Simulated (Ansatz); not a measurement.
A short molecular-dynamics run on H$_{5}$NOSiZn (`[NH2][Zn][O][SiH3]`).

```yaml
crystal:
  periodic: [false, false, false]
  atoms:
    - {symbol: N, position_ang: [-1.580632, 2.311979, 0.706371]}
    - {symbol: Zn, position_ang: [-0.807774, 0.719579, 0.339914]}
    - {symbol: O, position_ang: [-0.227660, -0.918650, 0.046491]}
    - {symbol: Si, position_ang: [1.054425, -1.760422, -0.476298]}
    - {symbol: H, position_ang: [-1.123320, 2.863765, 1.419749]}
    - {symbol: H, position_ang: [-1.738214, 2.913021, -0.091419]}
    - {symbol: H, position_ang: [1.553076, -1.253407, -1.789537]}
    - {symbol: H, position_ang: [2.191520, -1.685465, 0.487613]}
    - {symbol: H, position_ang: [0.678581, -3.190399, -0.642894]}
basis:
  gaussian: {orbitals: def2-SVP}
hamiltonian: {xc: {name: revPBE}, dispersion: d3bj}
md: {timestep: 0.5 fs, n_steps: 30, ensemble: nvt_nose_hoover, temperature: 700, initial_velocities: maxwell_boltzmann, seed: 520}
```

```sh
$ ansatz run in.yaml --threads 4 --pin off --events-out ev --progress --plain --max-ram 10444MiB
```

| step | time (fs) | potential energy (eV) | kinetic (eV) | T (K) | conserved (eV) |
| --- | --- | --- | --- | --- | --- |
| 0 | 0.0 | -59899.0732 | 0.6334 | 700 | -59898.4399 |
| 1 | 0.5 | -59899.0601 | 0.6202 | 685 | -59898.4399 |
| 2 | 1.0 | -59899.0343 | 0.5946 | 657 | -59898.4397 |
| 3 | 1.5 | -59898.9992 | 0.5599 | 619 | -59898.4393 |
| 4 | 2.0 | -59898.9611 | 0.5222 | 577 | -59898.4388 |
| 5 | 2.5 | -59898.9274 | 0.4890 | 540 | -59898.4384 |
| 6 | 3.0 | -59898.9052 | 0.4671 | 516 | -59898.4382 |
| 7 | 3.5 | -59898.8985 | 0.4604 | 509 | -59898.4382 |
| 8 | 4.0 | -59898.9072 | 0.4689 | 518 | -59898.4385 |
| 9 | 4.5 | -59898.9270 | 0.4882 | 540 | -59898.4389 |
| 10 | 5.0 | -59898.9508 | 0.5116 | 565 | -59898.4394 |
| 11 | 5.5 | -59898.9712 | 0.5316 | 588 | -59898.4397 |
| 12 | 6.0 | -59898.9816 | 0.5419 | 599 | -59898.4400 |
| 13 | 6.5 | -59898.9783 | 0.5387 | 595 | -59898.4400 |
| 14 | 7.0 | -59898.9608 | 0.5214 | 576 | -59898.4398 |
| 15 | 7.5 | -59898.9315 | 0.4925 | 544 | -59898.4394 |
| 16 | 8.0 | -59898.8951 | 0.4566 | 505 | -59898.4390 |
| 17 | 8.5 | -59898.8576 | 0.4195 | 464 | -59898.4387 |
| 18 | 9.0 | -59898.8243 | 0.3865 | 427 | -59898.4384 |
| 19 | 9.5 | -59898.7990 | 0.3613 | 399 | -59898.4383 |
| 20 | 10.0 | -59898.7834 | 0.3458 | 382 | -59898.4383 |
| 21 | 10.5 | -59898.7774 | 0.3398 | 376 | -59898.4384 |
| 22 | 11.0 | -59898.7797 | 0.3421 | 378 | -59898.4385 |
| 23 | 11.5 | -59898.7888 | 0.3512 | 388 | -59898.4386 |
| 24 | 12.0 | -59898.8037 | 0.3662 | 405 | -59898.4387 |
| 25 | 12.5 | -59898.8240 | 0.3866 | 427 | -59898.4387 |
| 26 | 13.0 | -59898.8495 | 0.4122 | 456 | -59898.4387 |
| 27 | 13.5 | -59898.8799 | 0.4427 | 489 | -59898.4388 |
| 28 | 14.0 | -59898.9140 | 0.4768 | 527 | -59898.4390 |
| 29 | 14.5 | -59898.9491 | 0.5118 | 566 | -59898.4392 |
| 30 | 15.0 | -59898.9813 | 0.5439 | 601 | -59898.4395 |

Velocities are drawn at the set temperature; a run this short doesn't reach equilibrium.

Frames (Å, forces in eV/Å):

```xyz
9
time=0.0 fs
N    -1.581    2.312    0.706   -0.492   -0.518    0.182
Zn   -0.808    0.720    0.340    0.091    0.212   -0.024
O    -0.228   -0.919    0.046   -0.984    0.154    0.372
Si    1.054   -1.760   -0.476    0.656   -0.391   -0.258
H    -1.123    2.864    1.420    0.339    0.407    0.460
H    -1.738    2.913   -0.091   -0.069    0.439   -0.541
H     1.553   -1.253   -1.790    0.173    0.082   -0.346
H     2.192   -1.685    0.488    0.328   -0.024    0.212
H     0.679   -3.190   -0.643   -0.042   -0.361   -0.056
9
time=0.5 fs
N    -1.581    2.312    0.704   -0.563   -0.295   -0.108
Zn   -0.808    0.720    0.341    0.105    0.222   -0.009
O    -0.230   -0.918    0.044   -0.863    0.084    0.357
Si    1.057   -1.762   -0.477    0.228   -0.405    0.046
H    -1.144    2.863    1.431    0.338    0.389    0.468
H    -1.722    2.922   -0.100   -0.010    0.236   -0.269
H     1.533   -1.264   -1.774    0.339    0.219   -0.759
H     2.196   -1.676    0.471    0.431   -0.037    0.320
H     0.663   -3.185   -0.636   -0.005   -0.414   -0.045
9
time=1.0 fs
N    -1.581    2.312    0.702   -0.586    0.002   -0.344
Zn   -0.808    0.720    0.342    0.118    0.234    0.006
O    -0.233   -0.917    0.042   -0.736    0.009    0.340
Si    1.060   -1.763   -0.477   -0.186   -0.439    0.371
H    -1.165    2.864    1.443    0.293    0.318    0.395
H    -1.705    2.931   -0.108    0.044    0.015    0.031
H     1.514   -1.274   -1.760    0.497    0.356   -1.179
H     2.202   -1.667    0.455    0.518   -0.049    0.411
H     0.647   -3.181   -0.629    0.037   -0.447   -0.032
9
time=1.5 fs
N    -1.582    2.311    0.700   -0.565    0.338   -0.501
Zn   -0.807    0.720    0.343    0.130    0.249    0.021
O    -0.236   -0.916    0.040   -0.606   -0.069    0.322
Si    1.063   -1.764   -0.478   -0.567   -0.482    0.691
H    -1.184    2.866    1.456    0.218    0.200    0.249
H    -1.689    2.940   -0.117    0.086   -0.199    0.324
H     1.496   -1.283   -1.749    0.637    0.482   -1.573
H     2.209   -1.658    0.440    0.583   -0.060    0.481
H     0.632   -3.178   -0.623    0.085   -0.458   -0.016
9
time=2.0 fs
N    -1.583    2.311    0.698   -0.513    0.675   -0.569
Zn   -0.807    0.720    0.344    0.141    0.267    0.038
O    -0.239   -0.915    0.038   -0.473   -0.150    0.303
Si    1.065   -1.765   -0.478   -0.897   -0.521    0.971
H    -1.203    2.867    1.470    0.129    0.052    0.052
H    -1.672    2.949   -0.125    0.111   -0.385    0.580
H     1.479   -1.291   -1.742    0.746    0.581   -1.901
H     2.217   -1.650    0.426    0.619   -0.072    0.526
H     0.616   -3.176   -0.616    0.138   -0.448    0.000
9
time=2.5 fs
N    -1.584    2.311    0.696   -0.444    0.981   -0.559
Zn   -0.807    0.720    0.345    0.148    0.288    0.055
O    -0.242   -0.914    0.035   -0.338   -0.234    0.282
Si    1.068   -1.767   -0.478   -1.160   -0.538    1.176
H    -1.222    2.869    1.483    0.040   -0.107   -0.171
H    -1.655    2.957   -0.132    0.120   -0.530    0.782
H     1.464   -1.298   -1.739    0.814    0.641   -2.125
H     2.227   -1.641    0.414    0.624   -0.084    0.543
H     0.601   -3.175   -0.610    0.196   -0.417    0.018
9
time=3.0 fs
N    -1.584    2.311    0.694   -0.370    1.229   -0.485
Zn   -0.807    0.720    0.346    0.152    0.312    0.073
O    -0.245   -0.913    0.033   -0.201   -0.320    0.259
Si    1.070   -1.768   -0.478   -1.348   -0.521    1.275
H    -1.240    2.871    1.497   -0.036   -0.262   -0.392
H    -1.638    2.963   -0.136    0.115   -0.623    0.917
H     1.451   -1.303   -1.741    0.837    0.653   -2.216
H     2.239   -1.632    0.403    0.594   -0.097    0.533
H     0.587   -3.175   -0.603    0.257   -0.371    0.035
9
time=3.5 fs
N    -1.585    2.312    0.691   -0.302    1.401   -0.364
Zn   -0.807    0.720    0.347    0.152    0.340    0.093
O    -0.248   -0.912    0.031   -0.064   -0.406    0.234
Si    1.073   -1.769   -0.478   -1.460   -0.465    1.256
H    -1.259    2.872    1.509   -0.092   -0.396   -0.589
H    -1.620    2.968   -0.139    0.098   -0.663    0.981
H     1.441   -1.306   -1.749    0.814    0.612   -2.159
H     2.251   -1.624    0.393    0.533   -0.112    0.497
H     0.573   -3.176   -0.597    0.322   -0.311    0.051
9
time=4.0 fs
N    -1.586    2.312    0.689   -0.246    1.484   -0.214
Zn   -0.807    0.721    0.348    0.147    0.371    0.113
O    -0.251   -0.911    0.029    0.072   -0.493    0.208
Si    1.075   -1.771   -0.478   -1.505   -0.368    1.122
H    -1.278    2.872    1.520   -0.125   -0.501   -0.743
H    -1.602    2.972   -0.139    0.075   -0.646    0.972
H     1.432   -1.308   -1.762    0.753    0.523   -1.963
H     2.266   -1.616    0.384    0.441   -0.129    0.440
H     0.559   -3.178   -0.590    0.387   -0.241    0.065
9
time=4.5 fs
N    -1.587    2.313    0.686   -0.207    1.471   -0.048
Zn   -0.807    0.721    0.349    0.137    0.405    0.135
O    -0.254   -0.910    0.027    0.207   -0.578    0.180
Si    1.077   -1.772   -0.478   -1.495   -0.239    0.894
H    -1.297    2.871    1.529   -0.135   -0.568   -0.844
H    -1.584    2.974   -0.137    0.050   -0.574    0.891
H     1.425   -1.309   -1.780    0.665    0.398   -1.653
H     2.281   -1.609    0.376    0.327   -0.147    0.366
H     0.547   -3.180   -0.583    0.452   -0.168    0.078
9
time=5.0 fs
N    -1.588    2.314    0.684   -0.187    1.363    0.123
Zn   -0.807    0.721    0.351    0.123    0.441    0.156
O    -0.257   -0.909    0.025    0.338   -0.661    0.152
Si    1.079   -1.774   -0.478   -1.449   -0.090    0.603
H    -1.317    2.869    1.537   -0.123   -0.595   -0.882
H    -1.566    2.974   -0.133    0.028   -0.449    0.743
H     1.419   -1.309   -1.801    0.562    0.251   -1.266
H     2.297   -1.601    0.369    0.195   -0.167    0.283
H     0.536   -3.183   -0.576    0.514   -0.093    0.087
9
time=5.5 fs
N    -1.589    2.316    0.681   -0.189    1.163    0.286
Zn   -0.806    0.721    0.352    0.104    0.477    0.177
O    -0.260   -0.909    0.023    0.465   -0.740    0.123
Si    1.081   -1.775   -0.478   -1.379    0.068    0.282
H    -1.337    2.865    1.542   -0.094   -0.581   -0.853
H    -1.548    2.974   -0.127    0.013   -0.277    0.536
H     1.415   -1.308   -1.826    0.455    0.097   -0.841
H     2.313   -1.595    0.363    0.054   -0.187    0.195
H     0.526   -3.186   -0.568    0.571   -0.021    0.095
9
time=6.0 fs
N    -1.590    2.317    0.679   -0.213    0.884    0.426
Zn   -0.806    0.721    0.353    0.083    0.514    0.197
O    -0.263   -0.908    0.022    0.587   -0.814    0.094
Si    1.082   -1.777   -0.477   -1.301    0.224   -0.038
H    -1.357    2.860    1.545   -0.051   -0.526   -0.757
H    -1.529    2.973   -0.119    0.009   -0.068    0.286
H     1.412   -1.307   -1.852    0.353   -0.051   -0.414
H     2.329   -1.588    0.358   -0.090   -0.206    0.107
H     0.517   -3.189   -0.561    0.623    0.044    0.100
9
time=6.5 fs
N    -1.592    2.319    0.676   -0.257    0.547    0.522
Zn   -0.806    0.722    0.354    0.060    0.549    0.216
O    -0.265   -0.908    0.020    0.702   -0.883    0.066
Si    1.084   -1.778   -0.477   -1.222    0.370   -0.337
H    -1.377    2.854    1.546    0.002   -0.434   -0.596
H    -1.511    2.971   -0.111    0.019    0.160    0.014
H     1.410   -1.306   -1.880    0.260   -0.186   -0.011
H     2.346   -1.582    0.352   -0.231   -0.224    0.025
H     0.510   -3.192   -0.553    0.667    0.101    0.102
9
time=7.0 fs
N    -1.593    2.321    0.674   -0.316    0.181    0.555
Zn   -0.806    0.722    0.355    0.036    0.581    0.233
O    -0.268   -0.908    0.018    0.808   -0.944    0.039
Si    1.085   -1.780   -0.477   -1.150    0.503   -0.601
H    -1.397    2.846    1.546    0.059   -0.310   -0.379
H    -1.493    2.970   -0.103    0.042    0.384   -0.249
H     1.408   -1.306   -1.907    0.180   -0.302    0.350
H     2.361   -1.577    0.347   -0.362   -0.240   -0.049
H     0.505   -3.195   -0.545    0.704    0.148    0.102
9
time=7.5 fs
N    -1.594    2.323    0.672   -0.383   -0.175    0.503
Zn   -0.806    0.722    0.356    0.012    0.609    0.247
O    -0.271   -0.908    0.016    0.905   -0.997    0.014
Si    1.087   -1.781   -0.477   -1.087    0.620   -0.826
H    -1.417    2.838    1.545    0.115   -0.164   -0.121
H    -1.474    2.970   -0.096    0.073    0.575   -0.467
H     1.407   -1.306   -1.934    0.113   -0.397    0.663
H     2.376   -1.572    0.341   -0.481   -0.253   -0.113
H     0.501   -3.197   -0.537    0.731    0.182    0.100
9
time=8.0 fs
N    -1.595    2.325    0.669   -0.443   -0.479    0.357
Zn   -0.806    0.722    0.357   -0.009    0.632    0.258
O    -0.273   -0.908    0.014    0.993   -1.040   -0.010
Si    1.088   -1.782   -0.477   -1.034    0.722   -1.010
H    -1.437    2.829    1.543    0.164   -0.009    0.155
H    -1.456    2.972   -0.089    0.105    0.706   -0.607
H     1.406   -1.308   -1.959    0.059   -0.472    0.923
H     2.390   -1.568    0.335   -0.584   -0.262   -0.164
H     0.499   -3.199   -0.528    0.749    0.203    0.097
9
time=8.5 fs
N    -1.597    2.326    0.667   -0.483   -0.694    0.124
Zn   -0.805    0.723    0.358   -0.028    0.648    0.267
O    -0.275   -0.908    0.012    1.070   -1.075   -0.030
Si    1.089   -1.784   -0.476   -0.991    0.811   -1.156
H    -1.456    2.821    1.542    0.201    0.138    0.417
H    -1.437    2.975   -0.085    0.127    0.756   -0.645
H     1.405   -1.310   -1.982    0.015   -0.528    1.134
H     2.402   -1.564    0.329   -0.670   -0.268   -0.203
H     0.498   -3.200   -0.519    0.758    0.211    0.092
9
time=9.0 fs
N    -1.598    2.328    0.665   -0.491   -0.792   -0.166
Zn   -0.805    0.723    0.359   -0.042    0.657    0.272
O    -0.278   -0.908    0.010    1.136   -1.098   -0.048
Si    1.091   -1.785   -0.477   -0.958    0.888   -1.271
H    -1.475    2.812    1.542    0.224    0.258    0.631
H    -1.418    2.979   -0.081    0.129    0.719   -0.575
H     1.405   -1.314   -2.002   -0.019   -0.566    1.299
H     2.413   -1.561    0.323   -0.736   -0.269   -0.228
H     0.500   -3.201   -0.510    0.758    0.205    0.087
9
time=9.5 fs
N    -1.600    2.329    0.663   -0.461   -0.765   -0.467
Zn   -0.805    0.723    0.361   -0.052    0.657    0.274
O    -0.280   -0.909    0.008    1.191   -1.112   -0.062
Si    1.092   -1.786   -0.477   -0.935    0.954   -1.358
H    -1.493    2.805    1.544    0.232    0.335    0.761
H    -1.398    2.986   -0.079    0.106    0.601   -0.408
H     1.404   -1.319   -2.019   -0.045   -0.590    1.422
H     2.422   -1.559    0.315   -0.782   -0.266   -0.241
H     0.503   -3.201   -0.501    0.747    0.186    0.080
9
time=10.0 fs
N    -1.601    2.331    0.661   -0.396   -0.624   -0.729
Zn   -0.805    0.724    0.362   -0.058    0.650    0.273
O    -0.281   -0.910    0.006    1.234   -1.115   -0.073
Si    1.093   -1.787   -0.477   -0.920    1.012   -1.422
H    -1.511    2.798    1.547    0.227    0.359    0.785
H    -1.379    2.994   -0.078    0.057    0.424   -0.174
H     1.403   -1.325   -2.033   -0.065   -0.602    1.508
H     2.429   -1.557    0.308   -0.809   -0.259   -0.242
H     0.508   -3.201   -0.492    0.729    0.155    0.074
9
time=10.5 fs
N    -1.603    2.332    0.659   -0.305   -0.395   -0.910
Zn   -0.805    0.724    0.363   -0.058    0.634    0.269
O    -0.283   -0.910    0.005    1.267   -1.107   -0.081
Si    1.093   -1.788   -0.477   -0.913    1.063   -1.468
H    -1.528    2.792    1.552    0.215    0.329    0.697
H    -1.359    3.003   -0.078   -0.013    0.215    0.093
H     1.402   -1.333   -2.043   -0.079   -0.603    1.563
H     2.434   -1.556    0.299   -0.815   -0.247   -0.230
H     0.515   -3.201   -0.482    0.701    0.111    0.068
9
time=11.0 fs
N    -1.605    2.333    0.656   -0.203   -0.113   -0.990
Zn   -0.805    0.725    0.364   -0.055    0.610    0.263
O    -0.284   -0.911    0.003    1.289   -1.088   -0.085
Si    1.094   -1.789   -0.478   -0.915    1.105   -1.499
H    -1.545    2.786    1.559    0.203    0.252    0.510
H    -1.339    3.012   -0.077   -0.096    0.000    0.358
H     1.401   -1.342   -2.050   -0.089   -0.594    1.587
H     2.437   -1.556    0.291   -0.801   -0.229   -0.207
H     0.524   -3.200   -0.473    0.667    0.057    0.062
9
time=11.5 fs
N    -1.607    2.334    0.654   -0.102    0.183   -0.969
Zn   -0.804    0.725    0.365   -0.048    0.578    0.254
O    -0.286   -0.913    0.001    1.300   -1.060   -0.087
Si    1.095   -1.790   -0.478   -0.926    1.138   -1.515
H    -1.561    2.782    1.567    0.194    0.145    0.252
H    -1.319    3.022   -0.075   -0.183   -0.196    0.595
H     1.400   -1.353   -2.052   -0.094   -0.576    1.583
H     2.439   -1.556    0.281   -0.767   -0.207   -0.172
H     0.534   -3.199   -0.463    0.625   -0.005    0.057
9
time=12.0 fs
N    -1.608    2.335    0.651   -0.013    0.459   -0.866
Zn   -0.804    0.726    0.366   -0.039    0.540    0.244
O    -0.287   -0.914   -0.001    1.302   -1.021   -0.084
Si    1.096   -1.790   -0.479   -0.948    1.160   -1.515
H    -1.577    2.777    1.576    0.192    0.024   -0.040
H    -1.300    3.031   -0.072   -0.264   -0.358    0.785
H     1.398   -1.365   -2.051   -0.095   -0.550    1.550
H     2.438   -1.557    0.271   -0.712   -0.180   -0.126
H     0.545   -3.199   -0.453    0.578   -0.074    0.054
9
time=12.5 fs
N    -1.610    2.337    0.648    0.055    0.689   -0.706
Zn   -0.804    0.726    0.368   -0.028    0.496    0.231
O    -0.287   -0.916   -0.003    1.293   -0.974   -0.079
Si    1.096   -1.791   -0.480   -0.983    1.167   -1.497
H    -1.593    2.773    1.585    0.197   -0.093   -0.331
H    -1.282    3.039   -0.067   -0.333   -0.476    0.917
H     1.396   -1.378   -2.046   -0.092   -0.515    1.484
H     2.436   -1.558    0.261   -0.636   -0.147   -0.070
H     0.558   -3.198   -0.443    0.527   -0.146    0.051
9
time=13.0 fs
N    -1.612    2.338    0.645    0.100    0.852   -0.515
Zn   -0.804    0.727    0.369   -0.016    0.446    0.217
O    -0.288   -0.917   -0.005    1.275   -0.917   -0.072
Si    1.097   -1.792   -0.481   -1.032    1.158   -1.456
H    -1.607    2.769    1.592    0.209   -0.196   -0.591
H    -1.264    3.046   -0.060   -0.384   -0.544    0.986
H     1.394   -1.393   -2.038   -0.084   -0.471    1.383
H     2.432   -1.559    0.251   -0.541   -0.109   -0.003
H     0.573   -3.198   -0.432    0.473   -0.219    0.051
9
time=13.5 fs
N    -1.614    2.339    0.642    0.119    0.938   -0.315
Zn   -0.804    0.727    0.370   -0.006    0.393    0.202
O    -0.288   -0.919   -0.007    1.248   -0.853   -0.061
Si    1.097   -1.792   -0.482   -1.096    1.126   -1.385
H    -1.622    2.764    1.599    0.223   -0.274   -0.797
H    -1.247    3.052   -0.050   -0.410   -0.559    0.993
H     1.392   -1.409   -2.026   -0.070   -0.417    1.240
H     2.427   -1.561    0.241   -0.427   -0.066    0.074
H     0.588   -3.198   -0.422    0.419   -0.288    0.051
9
time=14.0 fs
N    -1.616    2.341    0.639    0.114    0.942   -0.124
Zn   -0.804    0.728    0.371    0.004    0.337    0.185
O    -0.289   -0.921   -0.009    1.213   -0.781   -0.049
Si    1.097   -1.792   -0.484   -1.177    1.069   -1.278
H    -1.636    2.758    1.603    0.237   -0.324   -0.934
H    -1.231    3.057   -0.039   -0.409   -0.522    0.940
H     1.389   -1.426   -2.011   -0.048   -0.352    1.051
H     2.421   -1.562    0.231   -0.298   -0.019    0.157
H     0.605   -3.199   -0.411    0.364   -0.350    0.053
9
time=14.5 fs
N    -1.617    2.343    0.635    0.084    0.864    0.046
Zn   -0.804    0.728    0.373    0.012    0.280    0.166
O    -0.289   -0.923   -0.011    1.170   -0.703   -0.035
Si    1.098   -1.792   -0.485   -1.272    0.984   -1.127
H    -1.649    2.752    1.606    0.247   -0.345   -0.995
H    -1.216    3.060   -0.024   -0.377   -0.433    0.833
H     1.387   -1.443   -1.994   -0.019   -0.277    0.810
H     2.414   -1.564    0.221   -0.156    0.031    0.246
H     0.622   -3.200   -0.401    0.312   -0.400    0.056
9
time=15.0 fs
N    -1.619    2.345    0.632    0.031    0.709    0.181
Zn   -0.803    0.729    0.374    0.018    0.221    0.146
O    -0.289   -0.925   -0.013    1.121   -0.620   -0.020
Si    1.098   -1.793   -0.487   -1.381    0.868   -0.923
H    -1.662    2.744    1.605    0.249   -0.337   -0.974
H    -1.202    3.062   -0.008   -0.315   -0.299    0.680
H     1.384   -1.462   -1.975    0.019   -0.192    0.514
H     2.407   -1.566    0.212   -0.007    0.085    0.338
H     0.640   -3.203   -0.390    0.263   -0.434    0.059
```

It took 32 s on 4 threads of an Arm Neoverse V1 on a shared host, with 0.16 GiB of host memory at the peak.
